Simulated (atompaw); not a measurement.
**Varying the PAW (atompaw) potential for Ne (Z = 10)**

Base potential:

atompaw 4.2.0.5 input, output lines left out:

```
Ne 10
LDA-PW scalarrelativistic loggrid 1500 logderivrange -5 5 251
2 2 0 0 0 0
0 0 0
c
v
v
1
1.15 0.95 1.05 0.60
y
1.35
n
y
2.35
n
custom polynom vanderbiltortho sinc
2 0 ultrasoft
0.80
0.80
1.15
1.15
```

All-electron outer shells of the reference configuration (LDA (PW92), scalar-relativistic, ld1.x):

```
shell  level (eV)  outermost node (bohr)  outermost maximum (bohr)
   1s     -825.79                      –                      0.10
   2s      -36.11                   0.22                      0.69
   2p      -13.53                      –                      0.62
```

Cutoffs, loose and tight: the cutoffs (Ry, on a coarse ladder) from which the occupation-weighted sum of valence levels, in a spherical-Bessel basis at the reference potential, stays within 10 and 1 mRy of its value at 400 Ry. They see the waves, projectors and local potential, not the compensation charge or the core. A dash means not determined.

| change | outcome | cutoff, loose | cutoff, tight | bound ghosts |
| --- | --- | --- | --- | --- |
| base | generated | 70 Ry | 110 Ry | none |
| wave 2s channel at 1.35 Ry: rc 0.80 bohr becomes 2s channel at 1.35 Ry: rc 0.60 bohr | generated | 70 Ry | 100 Ry | none |
| wave 2s channel at 1.35 Ry: rc 0.80 bohr becomes 2s channel at 1.35 Ry: rc 0.64 bohr | generated | 70 Ry | 100 Ry | none |
| wave 2s channel at 1.35 Ry: rc 0.80 bohr becomes 2s channel at 1.35 Ry: rc 0.72 bohr | generated | 70 Ry | 100 Ry | none |
| wave 2s channel at 1.35 Ry: rc 0.80 bohr becomes 2s channel at 1.35 Ry: rc 0.76 bohr | generated | 70 Ry | 100 Ry | none |
| wave 2s channel at 1.35 Ry: rc 0.80 bohr becomes 2s channel at 1.35 Ry: rc 0.84 bohr | generated | 70 Ry | 110 Ry | none |
| wave 2s channel at 1.35 Ry: rc 0.80 bohr becomes 2s channel at 1.35 Ry: rc 0.88 bohr | failed: atompaw: The overlap operator has at least one negative eigenvalue! | – | – | – |
| wave 2s channel at 1.35 Ry: rc 0.80 bohr becomes 2s channel at 1.35 Ry: rc 0.96 bohr | failed: atompaw: The overlap operator has at least one negative eigenvalue! | – | – | – |
| wave 2s channel at 1.35 Ry: rc 0.80 bohr becomes 2s channel at 1.35 Ry: rc 1.00 bohr | failed: atompaw: The overlap operator has at least one negative eigenvalue! | – | – | – |
| wave 2s channel at 1.35 Ry: rc 0.80 bohr becomes 2s channel at 1.35 Ry: rc 1.04 bohr | failed: atompaw: The overlap operator has at least one negative eigenvalue! | – | – | – |
| wave 2s channel at 1.35 Ry: rc 0.80 bohr becomes 2s channel at 1.35 Ry: rc 1.12 bohr | failed: atompaw: The overlap operator has at least one negative eigenvalue! | – | – | – |
